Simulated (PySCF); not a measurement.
PySCF job for F3Re, SMILES [F][Re]([F])[F] (connectivity only; charge and spin as stated), neutral, multiplicity 5, IEF-PCM-ωB97X/def2-SVP. Geometry optimised at B3LYP-D3(BJ)/def2-TZVP. The spin state was assumed, not searched. The def2 effective core potentials stand for the cores of Re; spin–orbit coupling is left out.

```python
import numpy as np
from pyscf import gto, scf, dft
from pyscf.solvent import pcm

mol = gto.M(
    atom='''
    Re    0.00000000    0.00000000   -0.07920143
    F     0.00000000    1.27796010    1.31461861
    F     0.00000000    0.00000000   -1.96922534
    F     0.00000000   -1.27796010    1.31461861
    ''',
    basis='def2-SVP',
    ecp={'Re': 'def2-svp'},
    charge=0,
    spin=4,
    max_memory=1600,
    verbose=3,
)
mf = dft.UKS(mol, xc='wb97x').density_fit(auxbasis='def2-universal-jkfit')
mf.grids.level = 3
mf.conv_tol = 1e-9
mf.max_cycle = 100
mf.kernel()
fine, coarse = mf.grids, dft.Grids(mol).set(level=1).build(with_non0tab=True)
for _ in range(3):  # follow internal instabilities
    mf.grids = coarse
    mo, _, stable, _ = mf.stability(return_status=True, nroots=4)
    mf.grids = fine
    if stable:
        break
    mf.kernel(mf.make_rdm1(mo, mf.mo_occ))
res = {}
for name, eps in {'water': 78.355, 'acetone': 20.493, 'toluene': 2.3741}.items():
    s = mf.PCM()
    s.with_solvent.method, s.with_solvent.eps, s.with_solvent.lebedev_order = 'IEF-PCM', eps, 29
    s.kernel(mf.make_rdm1())
    res[name] = (s.e_tot, eps, s.dip_moment(), s.mo_energy, s.converged)
    print(f'{name}: electrostatic solvation free energy {(s.e_tot - mf.e_tot) * 627.509474:.3f} kcal/mol')
```

Program output:

```

WARN: HOMO -0.389748028498325 >= LUMO -0.461147225323874

converged SCF energy = -377.550982946761  <S^2> = 6.0088778  2S+1 = 5.0035498
<class 'pyscf.df.df_jk.DFUKS'> wavefunction is stable in the internal stability analysis

WARN: PCM is an experimental feature. It is still in testing.
Features and APIs may be changed in the future.

converged SCF energy = -377.564676776669  <S^2> = 6.008003  2S+1 = 5.0032002
Dipole moment(X, Y, Z, Debye):  0.00000, -0.00000, -2.01142
water: electrostatic solvation free energy -8.593 kcal/mol

WARN: PCM is an experimental feature. It is still in testing.
Features and APIs may be changed in the future.

converged SCF energy = -377.563886467056  <S^2> = 6.008052  2S+1 = 5.0032197
Dipole moment(X, Y, Z, Debye):  0.00000, -0.00000, -1.98554
acetone: electrostatic solvation free energy -8.097 kcal/mol

WARN: PCM is an experimental feature. It is still in testing.
Features and APIs may be changed in the future.

converged SCF energy = -377.557391507626  <S^2> = 6.0084612  2S+1 = 5.0033834
Dipole moment(X, Y, Z, Debye): -0.00000,  0.00000, -1.78100
toluene: electrostatic solvation free energy -4.021 kcal/mol
```

The calculation finished and met its thresholds.
